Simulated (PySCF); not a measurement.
C6H5FO.
Numbering: `[OH:1][c:2]1[cH:3][cH:4][cH:5][c:6]([F:7])[cH:8]1`

NICS = −σ at a ghost point: NICS(0) at the centroid of the ring atoms, NICS(1) 1 Å to either side along the normal of their mean plane, zz for the tensor component along that normal. Level: GIAO PBE0/pcSseg-1 (PySCF, non-relativistic, gas phase) on the PBE0-D3(BJ)/def2-SVP geometry, one conformer.

Ring bond lengths (Å), with Mayer bond orders in brackets: C2–C3 1.400 (1.36), C3–C4 1.393 (1.45), C4–C5 1.392 (1.42), C5–C6 1.392 (1.42), C6–C8 1.387 (1.44), C8–C2 1.398 (1.36).

Give the NICS values of each ring in ppm.

```
             ring                                              type  NICS(0)  NICS(1), two faces  NICS(1)zz, two faces  rms pucker (Å)  centre to ring atoms, mean (Å)
C2–C3–C4–C5–C6–C8  6-membered carbocycle; formal bonds all aromatic    -10.9       -10.8 / -10.8         -25.6 / -25.5            0.00                            1.39
```

What can be read from them?

- C2–C3–C4–C5–C6–C8: mean NICS(1)zz -25.6 ppm, shielded. For a flat ring without four-coordinate atoms the NICS criterion counts such a value as aromatic.

How equal are the bonds by HOMA? HOMA = 1 − mean of α(R − Ropt)² over the ring bonds, with Krygowski's 1993 parameters (CC: Ropt 1.388 Å, α 257.7 Å⁻²).

- C2–C3–C4–C5–C6–C8: HOMA 0.99 = 1 − EN − GEO, with mean bond length 1.394 Å, EN = α(Ropt − mean)² = 0.008 and GEO = α × variance = 0.005. The geometric and the magnetic index point the same way.

Give the inner angles of the rings and the Hirshfeld charges of the ring atoms.

- C2–C3–C4–C5–C6–C8: C2 119.9° (+0.079 e), C3 119.7° (-0.089 e), C4 121.2° (-0.042 e), C5 117.9° (-0.085 e), C6 122.4° (+0.090 e), C8 118.9° (-0.092 e); sum 720.0° against 720° for a flat convex ring.

The run took about 17 s of CPU time (with the writing of density and orbital grids) (one thread, shared machine). This is the whole shielding run at PBE0/pcSseg-1, SCF included.

The values belong to the conformer `[OH:1][c:2]1[cH:3][cH:4][cH:5][c:6]([F:7])[cH:8]1`: H–O1–C2–C3 0°.
